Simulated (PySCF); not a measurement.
An unknown is described by computed data only.

Elements present: Br, C, H and O. Monoisotopic mass: 133.9367 u.

* Valence photoelectron: vertical ionisation energy: 10.15 eV [ΔSCF CAM-B3LYP/def2-SVPD]
* 1H NMR: chemical shifts (computed TMS as zero) by class: 9.47 (1 H), 7.07 (1 H), 6.11 (1 H) ppm [GIAO B97-2/pcSseg-2]
* 13C NMR: chemical shifts (computed TMS as zero) by class: 192.7 (1 C), 150.8 (1 C), 134.9 (1 C) ppm [GIAO B97-2/pcSseg-2]
* Rotational structure: rotational constants A, B, C: 8.288, 1.744, 1.441 GHz [PBE0-D3(BJ)/def2-SVP]
* Couplings: largest of the computed one-bond spin–spin couplings (means over like bonds): 13C–1H +195.8, 13C–1H +179.1, 13C–1H +176.7, 13C–13C +88.1, 13C–13C +56.7, 17O–13C +30.8 Hz [B3LYP/pcJ-1 (pcSseg-1 on Br)]
* UV, strongest line: among the 10 lowest singlet transitions: S6 at 6.97 eV (178 nm, f = 0.109) [TDDFT CAM-B3LYP/def2-SVPD]

The electronic properties come from PySCF, for the isolated species, density fitting. Levels stand in brackets. One conformer (not necessarily the lowest) at the PBE0-D3(BJ)/def2-SVP geometry, without solvent, vibrations or thermal averaging. The calculation is non-relativistic and has no spin–orbit coupling, an omission that weighs most on bromine. Each NMR value is the plain mean over a class of atoms that symmetry, rotation or inversion makes alike.

Question: Which formula fits the mass and the elements?

Answer: C3H3BrO (calculated 133.9367). No other formula that holds each of these elements comes within 0.0003 u with a fitting electron parity and a possible valence count.

Question: Propose a structure and show how it fits.

Answer: Numbering: `[CH2:1]=[C:2]([Br:3])[CH:4]=[O:5]`. Its formula, C3H3BrO, gives 2 degrees of unsaturation: 0 rings and 2 π bonds in the structure found. 3 carbons fall into 3 classes; from least to most shielded: aldehyde carbon [C4] (192.7 ppm), fully substituted alkene carbon [C2] (150.8 ppm), terminal =CH2 carbon [C1] (134.9 ppm). Hydrogen classes from least to most shielded: 1 H on an aldehyde carbon, C4 (9.47 ppm), 1 H on a terminal =CH2 carbon, C1 (7.07 ppm), 1 H on a terminal =CH2 carbon, C1 (6.11 ppm). The couplings run between: +195.8 Hz, aldehyde carbon [C4] and its hydrogen; +179.1 Hz, terminal =CH2 carbon [C1] and its hydrogen; +176.7 Hz, terminal =CH2 carbon [C1] and its hydrogen; +88.1 Hz, terminal =CH2 carbon [C1] and fully substituted alkene carbon [C2]; +56.7 Hz, fully substituted alkene carbon [C2] and aldehyde carbon [C4]; +30.8 Hz, aldehyde oxygen [O5] and aldehyde carbon [C4]. The first electron is taken from the HOMO, whose largest Löwdin shares are 0.46 on the vinyl bromine, 0.23 on the terminal =CH2 carbon, 0.22 on the fully substituted alkene carbon and 0.04 on the aldehyde oxygen. The optimised geometry has point group Cs and is an asymmetric top. Structure: 2-bromoacrolein, `C=C(Br)C=O`. Computed isomers that give other values at the same levels: `O=C/C=C\Br` (rotational constant A: 11.450 GHz; this holds for the one conformer computed); `CC(Br)=C=O` (rotational constant A: 5.248 GHz; this holds for the one conformer computed); `O=C=CCBr` (rotational constant A: 11.858 GHz; this holds for the one conformer computed). The assignments are read from this structure; whether some other isomer fits the data as well wasn't checked. NMR values of atoms bound to Br lack the spin–orbit term that these neighbours bring.

The values belong to the conformer `[CH2:1]=[C:2]([Br:3])[CH:4]=[O:5]`: C1–C2–C4–O5 -1°.
